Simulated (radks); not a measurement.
Isoelectronic series with 45 electrons, each ion in its NIST ground configuration. All-electron calculation, scalar-relativistic Kohn-Sham, PBE, spin-polarised, spherical densities, point nucleus; open shells are filled with parallel spins first (spin-orbit coupling, left out, can overturn this in heavy ions). Program: a radial shooting solver on a logarithmic mesh with Libxc functionals. Total energies (hartree) and orbital eigenvalues (eV):

[
 {"ion": "Rh", "configuration": "[Kr] 4d8 5s1", "E (hartree)": "-4784.15449", "4d down": "-5.0155", "4d up": "-6.5200"},
 {"ion": "Pd+", "configuration": "[Kr] 4d9", "E (hartree)": "-5045.56258", "4d down": "-14.2647", "4d up": "-14.9312"},
 {"ion": "Ag2+", "configuration": "[Kr] 4d9", "E (hartree)": "-5314.94388", "4d down": "-28.5080", "4d up": "-29.2433"},
 {"ion": "Cd3+", "configuration": "[Kr] 4d9", "E (hartree)": "-5592.29425", "4d down": "-45.4077", "4d up": "-46.2070"},
 {"ion": "In4+", "configuration": "[Kr] 4d9", "E (hartree)": "-5877.62693", "4d down": "-64.6680", "4d up": "-65.5277"},
 {"ion": "Sn5+", "configuration": "[Kr] 4d9", "E (hartree)": "-6170.96496", "4d down": "-86.1174", "4d up": "-87.0349"},
 {"ion": "Sb6+", "configuration": "[Kr] 4d9", "E (hartree)": "-6472.33782", "4d down": "-109.6470", "4d up": "-110.6206"},
 {"ion": "Te7+", "configuration": "[Kr] 4d9", "E (hartree)": "-6781.77969", "4d down": "-135.1830", "4d up": "-136.2112"},
 {"ion": "I8+", "configuration": "[Kr] 4d9", "E (hartree)": "-7099.32844", "4d down": "-162.6727", "4d up": "-163.7543"},
 {"ion": "Xe9+", "configuration": "[Kr] 4d9", "E (hartree)": "-7425.02512", "4d down": "-192.0770", "4d up": "-193.2111"},
 {"ion": "Cs10+", "configuration": "[Kr] 4d9", "E (hartree)": "-7758.9135", "4d down": "-223.3663", "4d up": "-224.5521"},
 {"ion": "Ba11+", "configuration": "[Kr] 4d9", "E (hartree)": "-8101.0401", "4d down": "-256.5173", "4d up": "-257.7543"},
 {"ion": "La12+", "configuration": "[Kr] 4d9", "E (hartree)": "-8451.4536", "4d down": "-291.5117", "4d up": "-292.7994"},
 {"ion": "Ce13+", "configuration": "[Kr] 4d9", "E (hartree)": "-8810.2053", "4d down": "-328.3349", "4d up": "-329.6727"},
 {"ion": "Pr14+", "configuration": "[Kr] 4d9", "E (hartree)": "-9177.3485", "4d down": "-366.9748", "4d up": "-368.3624"},
 {"ion": "Nd15+", "configuration": "[Kr] 4d9", "E (hartree)": "-9552.9391", "4d down": "-407.4216", "4d up": "-408.8587"},
 {"ion": "Pm16+", "configuration": "[Kr] 4d9", "E (hartree)": "-9937.0350", "4d down": "-449.6672", "4d up": "-451.1536"},
 {"ion": "Sm17+", "configuration": "[Kr] 4d9", "E (hartree)": "-10329.6967", "4d down": "-493.7051", "4d up": "-495.2405"},
 {"ion": "Eu18+", "configuration": "[Kr] 4d9", "E (hartree)": "-10730.9868", "4d down": "-539.5298", "4d up": "-541.1140"},
 {"ion": "Gd19+", "configuration": "[Kr] 4d9", "E (hartree)": "-11140.9704", "4d down": "-587.1368", "4d up": "-588.7695"},
 {"ion": "Tb20+", "configuration": "[Kr] 4d9", "E (hartree)": "-11559.7150", "4d down": "-636.5223", "4d up": "-638.2035"}
]
